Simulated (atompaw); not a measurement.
**Scattering properties, PAW (atompaw) potential for chromium**

atompaw 4.2.0.5 input, output lines left out:

```
Cr 24
GGA-PBESOL scalarrelativistic loggrid 1500 logderivrange -5 5 251
4 4 3 0 0 0
4 0 0.5
4 1 0
3 2 5.5
0 0 0
c
c
c
v
c
v
v
v
3
3.00 2.90 2.50 2.65
y
0.25
n
n
y
1.1
n
y
0.3
y
0.95
n
custom rrkj gramschmidtortho sinc
bessel
3.00
3.00
1.30
3.00
1.60
1.60
2.45
3.00
```

The phase is arctan(r·u′/u) with u = r·R(r), unwrapped; energies in Ry, scanned from -5 to 5 Ry. A pole is an energy at which the radial function vanishes at the test radius. The pseudo phase is shifted by a multiple of π to meet the all-electron one at the reference energy, and phase errors are pseudo minus all-electron; the curves can meet again beyond the range given. Levels narrower than the energy grid can be missing from the lists of poles.

Q: For each channel, where are the poles, and over which energies does the pseudopotential scatter like the atom?

A:

| channel | radius (bohr) | reference energy (Ry) | poles, all-electron | poles, pseudo | unbroken range about the reference energy with phases within 0.05 rad | phase error 1 Ry above the reference energy (rad) |
| --- | --- | --- | --- | --- | --- | --- |
| s | 3.01 | -0.27 | 1.08 | 1.08, 4.20 | below 2.6 | -0.000 |
| p | 3.01 | -0.06 | -3.21, 1.87 | -3.21, 1.77 | below 3.4 | -0.013 |
| d | 3.01 | -0.14 | -0.00, 3.29 | -0.00, 3.32 | below 4.9 | +0.000 |
| f | 3.01 | 0.30 | 3.67 | 1.54, 3.90 | below 1.5 | -0.001 |

Phases in the f channel:

```tsv
E (Ry)	all-electron	pseudo
-5.00	1.434	1.435
-4.76	1.432	1.432
-4.52	1.429	1.429
-4.28	1.425	1.426
-4.04	1.422	1.422
-3.80	1.419	1.419
-3.56	1.415	1.415
-3.32	1.410	1.410
-3.08	1.406	1.406
-2.84	1.401	1.401
-2.60	1.395	1.395
-2.36	1.389	1.389
-2.12	1.383	1.383
-1.88	1.376	1.375
-1.64	1.367	1.367
-1.40	1.358	1.358
-1.16	1.347	1.347
-0.92	1.335	1.335
-0.68	1.321	1.321
-0.44	1.304	1.304
-0.20	1.283	1.283
0.04	1.257	1.257
0.28	1.224	1.224
0.52	1.180	1.180
0.76	1.118	1.118
1.00	1.025	1.025
1.24	0.874	0.873
1.48	0.597	0.585
1.72	0.084	-3.033
1.96	-0.558	-3.674
2.20	-0.982	-4.102
2.44	-1.207	-4.331
2.68	-1.337	-4.461
2.92	-1.421	-4.545
3.16	-1.481	-4.603
3.40	-1.527	-4.647
3.64	-1.566	-4.681
3.88	-1.601	-4.711
4.12	-1.635	-4.736
4.36	-1.670	-4.760
4.60	-1.710	-4.782
4.84	-1.760	-4.804
```
